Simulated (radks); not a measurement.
Values are calculated unless marked as measured or tabulated.
Task: The mean radii <r> (bohr) of the occupied orbitals of an atom or ion are listed with their occupations. Level of theory: scalar-relativistic Kohn-Sham, PBE, spin-polarised, spherical densities, finite nucleus; Fermi nuclear charge, rms radius of each element as measured or else 0.836 A^(1/3) + 0.57 fm (a radial shooting solver on a logarithmic mesh with Libxc functionals).

| orbital | occ. | <r> |
|---|---|---|
| 1s down | 1 | 0.03517 |
| 1s up | 1 | 0.03517 |
| 2s up | 1 | 0.1537 |
| 2s down | 1 | 0.1537 |
| 2p up | 3 | 0.1340 |
| 2p down | 3 | 0.1339 |
| 3s up | 1 | 0.4289 |
| 3s down | 1 | 0.4289 |
| 3p up | 3 | 0.4306 |
| 3p down | 3 | 0.4306 |
| 3d up | 5 | 0.4154 |
| 3d down | 5 | 0.4152 |
| 4s up | 1 | 1.113 |
| 4s down | 1 | 1.104 |
| 4p up | 3 | 1.244 |
| 4p down | 3 | 1.233 |
| 4d up | 5 | 1.866 |

Name the element and its charge. Open shells, if any, are filled with parallel spins first.

Result: Z = 42, molybdenum, charge +1: Mo+ in [Kr] 4d5. The 1s radius gives Z: for a bare nucleus <r> = (2 gamma + 1)/(2Z) with gamma = sqrt(1 - (Z/c)^2), 0.03457 bohr for Z = 42, and screening makes it slightly larger (0.03517 here). The occupations add up to 41, and the charge is Z minus that.
